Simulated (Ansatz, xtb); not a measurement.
**C3H8Ge2S: which of two isomers lies lower**

Structure I: `C1=[CH][GeH2][S][GeH2][CH2]1`, a singlet. Structure II: `C=[C]1[CH2][GeH2][S][GeH2]1`, a singlet. Both are isolated molecules in the gas phase, relaxed with PBE0-D3(BJ)/def2-SVP; the shapes shown needn't be the lowest conformers.

I (Å):

```xyz
14

C    -0.4119    2.3761    0.7777
C     0.1513    2.3031   -0.4399
C    -1.2988    1.3285    1.3639
Ge   -0.0820    0.7501   -1.5674
Ge   -0.3238   -0.3700    1.6322
S     0.3973   -1.0820   -0.3556
H    -0.1855    3.2402    1.4160
H     0.8144    3.1087   -0.7713
H     0.8947    0.7516   -2.7533
H    -1.5324    0.6279   -2.0779
H     0.8781   -0.1507    2.5711
H    -1.2649   -1.4416    2.2156
H    -1.7252    1.6390    2.3285
H    -2.1416    1.0832    0.6953
```

II (Å):

| atom | x (Å) | y (Å) | z (Å) |
| --- | --- | --- | --- |
| C | 0.8672 | 2.2991 | -0.6624 |
| C | -0.1463 | 1.5461 | -0.2177 |
| C | -0.2003 | 0.0542 | -0.3149 |
| Ge | -0.4947 | -0.6633 | 1.4998 |
| Ge | -1.6180 | 2.3277 | 0.8044 |
| S | -1.9767 | 0.7711 | 2.3777 |
| H | 0.8923 | 3.3836 | -0.5188 |
| H | 1.7204 | 1.8560 | -1.1907 |
| H | 0.7123 | -0.3708 | -0.7629 |
| H | -1.0653 | -0.2774 | -0.9151 |
| H | 0.8096 | -0.6565 | 2.3201 |
| H | -1.1118 | -2.0735 | 1.4944 |
| H | -2.9065 | 2.4969 | -0.0244 |
| H | -1.2202 | 3.6726 | 1.4364 |

Task: Which of the two would you expect CCSD(T)/def2-SVP + ΔMP2/def2-TZVPP electronic energies to favour?

Result: Too close to call at this level: CCSD(T)/def2-SVP + ΔMP2/def2-TZVPP gives E(II) − E(I) = +0.98 kcal/mol.

Level by level:

```json
{"level": "GFN2-xTB", "geometry": "GFN2-xTB", "E(II) − E(I) (kcal/mol)": "+1.94", "departure from the last row (kcal/mol)": "+0.96", "job, with rough time for the two": "optimisation, 0.26 s"}
{"level": "HF/STO-3G", "geometry": "GFN2-xTB", "E(II) − E(I) (kcal/mol)": "+2.91", "departure from the last row (kcal/mol)": "+1.93", "job, with rough time for the two": "single point, 0.92 s"}
{"level": "r2SCAN-D4/def2-SVP", "geometry": "GFN2-xTB", "E(II) − E(I) (kcal/mol)": "+1.56", "departure from the last row (kcal/mol)": "+0.58", "job, with rough time for the two": "single point, 6.6 s"}
{"level": "PBE0-D3(BJ)/def2-SVP", "geometry": "PBE0-D3(BJ)/def2-SVP", "E(II) − E(I) (kcal/mol)": "+1.49", "departure from the last row (kcal/mol)": "+0.51", "job, with rough time for the two": "optimisation, 1.9 min"}
{"level": "HF/def2-SVP", "geometry": "PBE0-D3(BJ)/def2-SVP", "E(II) − E(I) (kcal/mol)": "+1.07", "departure from the last row (kcal/mol)": "+0.09", "job, with rough time for the two": "part of the CCSD(T) run"}
{"level": "MP2/def2-SVP", "geometry": "PBE0-D3(BJ)/def2-SVP", "E(II) − E(I) (kcal/mol)": "+1.06", "departure from the last row (kcal/mol)": "+0.08", "job, with rough time for the two": "part of the CCSD(T) run"}
{"level": "CCSD(T)/def2-SVP", "geometry": "PBE0-D3(BJ)/def2-SVP", "E(II) − E(I) (kcal/mol)": "+1.16", "departure from the last row (kcal/mol)": "+0.18", "job, with rough time for the two": "single point"}
{"level": "CCSD(T)/def2-SVP + ΔMP2/def2-TZVPP", "geometry": "PBE0-D3(BJ)/def2-SVP", "E(II) − E(I) (kcal/mol)": "+0.98", "departure from the last row (kcal/mol)": "", "job, with rough time for the two": "single point, 2.9 min"}
```

As drawn, both hold the same kinds of bond in the same numbers. Structure I has a 6-membered ring, II a 5-membered ring.

The largest departure from CCSD(T)/def2-SVP + ΔMP2/def2-TZVPP is that of HF/STO-3G, 1.93 kcal/mol. The last row adds to CCSD(T) the change of the MP2 difference between the two basis sets, here −0.18 kcal/mol.

With thermal terms from frequencies at re-optimised GFN2-xTB minima (ideal gas, soft modes damped towards free rotors, one conformer each, 298.15 K, 1 atm): on the last row, ΔE + ΔZPE = +0.57, ΔH = +0.72, ΔG = +0.38 kcal/mol.

The correlated steps freeze 26 core orbitals; the filled d shell of Ge is correlated, in a basis made for valence electrons. Programs: Ansatz 0.2.0, xtb 6.7.1; the last row on 4 threads of Arm Neoverse V1 on a shared host.
